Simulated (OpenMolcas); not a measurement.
## Kr III: effect of the active space

```yaml
Program: OpenMolcas 26.06
Method: CASSCF or its RAS form
Basis: ANO-RCC-VTZP
Scalar_Hamiltonian: DKH2, point nucleus
Spin-orbit_coupling: RASSI with atomic mean-field integrals over the reference wave functions, term energies averaged over their components
```

A. 4 electrons in 3 orbitals (4p); 2S+1 = 3 even, 3 roots; 2S+1 = 1 even, 6 roots; cost roughly 2.5 core-seconds
B. 6 electrons in 4 orbitals (4s 4p); 2S+1 = 3 even, 3 roots; 2S+1 = 1 even, 6 roots; 2S+1 = 3 odd, 3 roots; 2S+1 = 1 odd, 3 roots; cost about 9 core-seconds
C. 6 electrons in 8 orbitals (4s 4p 5s 5p); 2S+1 = 3 even, 3 roots; 2S+1 = 1 even, 6 roots; 2S+1 = 3 odd, 3 roots; 2S+1 = 1 odd, 3 roots; cost roughly 29 core-seconds
D. 6 electrons in 9 orbitals (RAS2 4s 4p; RAS3 4d, at most 2 electrons); 2S+1 = 3 even, 3 roots; 2S+1 = 1 even, 7 roots; 2S+1 = 3 odd, 3 roots; 2S+1 = 1 odd, 3 roots; cost roughly 23 core-seconds

Energies in eV above 4s² 4p⁴ ³P₂, the measured ground level; measured values from Saloman, J. Phys. Chem. Ref. Data 36, 215 (2007).

| Level | A | B | C | D | Measured |
| --- | --- | --- | --- | --- | --- |
| 4s² 4p⁴ ³P₂ | 0.0000 | 0.0000 | 0.0000 | 0.0000 | 0.0000 |
| 4s² 4p⁴ ³P₁ | 0.5058 | 0.5058 | 0.4975 | 0.4968 | 0.5639 |
| 4s² 4p⁴ ³P₀ | 0.6325 | 0.6064 | 0.5910 | 0.6097 | 0.6587 |
| 4s² 4p⁴ ¹D₂ | 2.1174 | 2.1173 | 2.0945 | 2.0527 | 1.8157 |
| 4s² 4p⁴ ¹S₀ | 4.8404 | 3.9148 | 3.8458 | 4.2573 | 4.1013 |

Deviations, from unrounded energies. A percentage is the sum of absolute deviations over the sum of measured energies, with the sign that they share, or ± where signs differ.

```tsv
Against measurement	Levels	A	B	C	D
mean absolute deviation (cm-1)	4	2300	1200	1300	1000
fine structure of the ground term (%)	2	-6.9	-9.0	-11.0	-9.5
other terms of the ground configuration (%)	2	+17.6	±8.3	±9.0	+6.6
```

D lies closest to measurement on these levels and A furthest from it. The largest miss of D in the table is 4s² 4p⁴ ¹D₂, by +1900 cm-1. The ranking rests on the paired levels alone, and a cruder setting can come out closer through cancelling errors.

Among A to D the level of the table that moves most is 4s² 4p⁴ ¹S₀, by 8000 cm-1 (lowest in C, highest in A).

With the s shell closed, the reference lacks s² → p² mixing (holds for A). Active for correlation alone: 5p 5s; no level in the range computed is led by a configuration that fills them, so any true level of that kind is missing (holds for C). The run also gave levels led by 4s² 4p³ 4d, which use shells meant for correlation; these and all levels above them are left out (holds for D). Computed and measured levels are paired by configuration, term and J; levels that our copy of the source lacks, or whose pairing is in doubt (as where it misses far off the trend of its configuration), stay unpaired and out of the deviations. Only configurations of the active space appear. Levels that lie high or do not pair safely by name in every column are left out.
